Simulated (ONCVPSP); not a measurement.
**Transferability test, ONCV potential for aluminium (Al)**

- Element: aluminium
- Generator: ONCVPSP 4.0.1
- Type: optimised norm-conserving Vanderbilt (ONCV)
- Functional: PBEsol
- Relativity: scalar-relativistic
- Frozen core: [Ne]
- Valence charge: 3
- Reference configuration: 3s2 3p1
- Partial waves: 3s: rc 1.50 bohr, ncon 3, nbas 7, qcut 3.4 1/bohr, 2 projectors, debl 3.3 Ha; 3p: rc 2.95 bohr, ncon 3, nbas 6, qcut 3.1 1/bohr, 2 projectors, debl 3.5 Ha; d scattering state at 0.3 Ha: rc 3.05 bohr, ncon 3, nbas 7, qcut 3 1/bohr, 1 projector
- Local potential: polynomial inside 1.45 bohr (lpopt 5, dvloc0 1 Ha)
- Core correction: Teter function, fcfact 2.5, rcfact 1.3

Energies are relative to the spin-unpolarised reference configuration 3s2 3p1; without spin polarisation the order of configurations can differ from experiment.

```json
{"valence configuration": "3s2 3p0", "charge": "+1", "ΔE all-electron (eV)": "5.736", "error AE − PS (meV)": "-2.5"}
{"valence configuration": "3s2 3p0.5", "charge": "+0.5", "ΔE all-electron (eV)": "2.074", "error AE − PS (meV)": "-0.3"}
{"valence configuration": "3s0 3p3", "charge": "0", "ΔE all-electron (eV)": "10.405", "error AE − PS (meV)": "-1.0"}
```

(1) What are ΔE and the potential's error for 3s1 3p0?

Levels in the configuration 3s2 3p0:

```
level  all-electron (eV)  pseudo (eV)
   3s            -14.774      -14.783
```

Note: no bound ghost flagged; GHOST(+) flagged for s at 115.6 eV.

Results:

(1) ΔE = 24.907 eV all-electron; the error (AE − PS) is -23 meV.
